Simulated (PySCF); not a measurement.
**Two-component Hartree-Fock for Zn²⁺ (zinc, charge +2)**

Start: [Ar] 3d9 4p1; 3d3/2 filled at m_j = -3/2, -1/2, +1/2, +3/2; 3d5/2 filled at m_j = -3/2, -1/2, +1/2, +3/2, +5/2; 4p3/2 filled at m_j = +3/2. Calculated with PySCF 2.14 in x2c-TZVPall-2c (6s7p4d1f, 54 functions): generalised Hartree-Fock with the X2C-1e Hamiltonian and a Gaussian nucleus; one run each with spin-orbit coupling (SO) switched off, then screened by Boettger's factors. This is a chosen level, not necessarily the ground level.

```json
{"spinor shell": "1s1/2", "electrons": "2", "ε, spin-free (eV)": "-9761.1", "ε, screened SO (eV)": "-9760.9", "weight of nominal j (screened SO)": "1.000", "rms radius, screened SO (bohr)": "0.0580"}
{"spinor shell": "2s1/2", "electrons": "2", "ε, spin-free (eV)": "-1265.3", "ε, screened SO (eV)": "-1265.2", "weight of nominal j (screened SO)": "1.000", "rms radius, screened SO (bohr)": "0.244"}
{"spinor shell": "2p1/2", "electrons": "2", "ε, spin-free (eV)": "-1096.6", "ε, screened SO (eV)": "-1113.3", "weight of nominal j (screened SO)": "0.999", "rms radius, screened SO (bohr)": "0.217"}
{"spinor shell": "2p3/2", "electrons": "4", "ε, spin-free (eV)": "-1096.6", "ε, screened SO (eV)": "-1088.5", "weight of nominal j (screened SO)": "1.000", "rms radius, screened SO (bohr)": "0.220"}
{"spinor shell": "3s1/2", "electrons": "2", "ε, spin-free (eV)": "-188.47", "ε, screened SO (eV)": "-188.48", "weight of nominal j (screened SO)": "1.000", "rms radius, screened SO (bohr)": "0.727"}
{"spinor shell": "3p1/2", "electrons": "2", "ε, spin-free (eV)": "-135.94", "ε, screened SO (eV)": "-139.38", "weight of nominal j (screened SO)": "0.955", "rms radius, screened SO (bohr)": "0.760"}
{"spinor shell": "3d3/2", "electrons": "4", "ε, spin-free (eV)": "-51.598", "ε, screened SO (eV)": "-52.326", "weight of nominal j (screened SO)": "0.827", "rms radius, screened SO (bohr)": "0.913"}
{"spinor shell": "3d5/2", "electrons": "5", "ε, spin-free (eV)": "-51.598", "ε, screened SO (eV)": "-51.078", "weight of nominal j (screened SO)": "0.862", "rms radius, screened SO (bohr)": "0.925"}
{"spinor shell": "4p3/2", "electrons": "1", "ε, spin-free (eV)": "-21.611", "ε, screened SO (eV)": "-21.549", "weight of nominal j (screened SO)": "1.000", "rms radius, screened SO (bohr)": "2.80"}
```

Where does 3p3/2 lie, and what is the 3p spin-orbit splitting (screened SO)?

At -134.29 eV, 5.086 eV above 3p1/2.

| quantity | spin-free | screened SO |
| --- | --- | --- |
| E (hartree) | -1792.74914 | -1792.80328 |
| M_J | 4 | 4 |
| ⟨J²⟩ | 20.003 | 20.003 |
| ⟨L²⟩ | 12.003 | 12.005 |
| ⟨S²⟩ | 2.001 | 2.002 |

Each row is a mean over spinors that exchange with the open shell spreads, by up to 8.427 eV (3p3/2).

Rows whose weight is well below 1 are mixtures of j = l ± 1/2: exchange outweighs spin-orbit coupling there, and the label is only the starting occupation.

Without spin-orbit coupling the j labels of p, d and f shells carry no meaning; the spin-free column gives the mean over the occupied spinors of each nl shell.
